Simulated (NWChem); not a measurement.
System meant: CH₃ClN₂Sr

Input file for NWChem:

```
start job
memory heap 200 mb stack 900 mb global 1100 mb
geometry units angstroms noautoz
  Sr    -0.048501     0.442445     0.000000
  Cl    -0.041243     3.085215     0.000000
  C     -0.812663    -2.288112     0.000000
  N     -0.622841    -1.666197    -1.154145
  N     -0.622841    -1.666197     1.154145
  H     -1.139080    -3.349206     0.000000
  H     -0.813351    -2.261063    -1.952530
  H     -0.813351    -2.261063     1.952530
end
basis spherical
  Sr library def2-svp
  Cl library def2-svp
  C library def2-svp
  N library def2-svp
  H library def2-svp
end
dft
  xc pbe0
  iterations 150
  mulliken
end
task dft energy
```

End of the output:

```
             Grid Information
             ----------------
          Grid used for XC integration:  medium
          Radial quadrature: Mura-Knowles
          Angular quadrature: Lebedev.
          Tag              B.-S. Rad. Rad. Pts. Rad. Cut. Ang. Pts.
          ---              ---------- --------- --------- ---------
          Sr                  2.00      123          11.0       590
          Cl                  1.00       88          14.0       590
          C                   0.70       49          12.0       434
          N                   0.65       49          11.0       434
          H                   0.35       45          13.0       434
          Grid pruning is: on
          Number of quadrature shells:   399
          Spatial weights used:  Erf1

          Convergence Information
          -----------------------
          Convergence aids based upon iterative change in
          total energy or number of iterations.
          Levelshifting, if invoked, occurs when the
          HOMO/LUMO gap drops below (HL_TOL):  1.00D-02
          DIIS, if invoked, will attempt to extrapolate
          using up to (NFOCK): 10 stored Fock matrices.

                    Damping( 0%)  Levelshifting(0.5)       DIIS
                  --------------- ------------------- ---------------
          dE  on:    start            ASAP                start
          dE off:    2 iters        150 iters           150 iters

      Screening Tolerance Information
      -------------------------------
          Density screening/tol_rho:  1.00D-10
          AO Gaussian exp screening on grid/accAOfunc:  14
          CD Gaussian exp screening on grid/accCDfunc:  20
          XC Gaussian exp screening on grid/accXCfunc:  20
          Schwarz screening/accCoul:  1.00D-08

      Superposition of Atomic Density Guess
      -------------------------------------

      charge =      38.0 Sr (Strontium)

      symmetry species            s     p     d     f
      number of basis functions = 6     6     5
      number of cont. functions = 4     3     2
      number of closed shells   = 5     3     1
      number of open shells     = 0     0     0
      open shell occupation     = 0     0     0
 ------------------------------------------------------------------------
 atomscf:atomd: error in atom scf                   0
 ------------------------------------------------------------------------
 ------------------------------------------------------------------------
  current input line :
    25: task dft energy
 ------------------------------------------------------------------------
 ------------------------------------------------------------------------
 This error has not yet been assigned to a category
 ------------------------------------------------------------------------
 For more information see the NWChem manual at https://nwchemgit.github.io

0:atomscf:atomd: error in atom scf:Received an Error in Communication
```

Question: Find the fault in this run and fix the input.

Answer: The run crashed. Cause: the def2 basis of a heavy element holds valence functions alone and wants its effective core potential (without it all electrons must fit into that basis). This input runs:
```
start job
memory heap 200 mb stack 900 mb global 1100 mb
geometry units angstroms noautoz
  Sr    -0.048501     0.442445     0.000000
  Cl    -0.041243     3.085215     0.000000
  C     -0.812663    -2.288112     0.000000
  N     -0.622841    -1.666197    -1.154145
  N     -0.622841    -1.666197     1.154145
  H     -1.139080    -3.349206     0.000000
  H     -0.813351    -2.261063    -1.952530
  H     -0.813351    -2.261063     1.952530
end
basis spherical
  * library def2-svp
end
ecp
  Sr library def2-ecp
end
dft
  xc pbe0
  iterations 150
  mulliken
end
task dft energy
```
It converges to -639.88931 Ha (PBE0/def2-SVP with def2 effective core potentials on Sr).
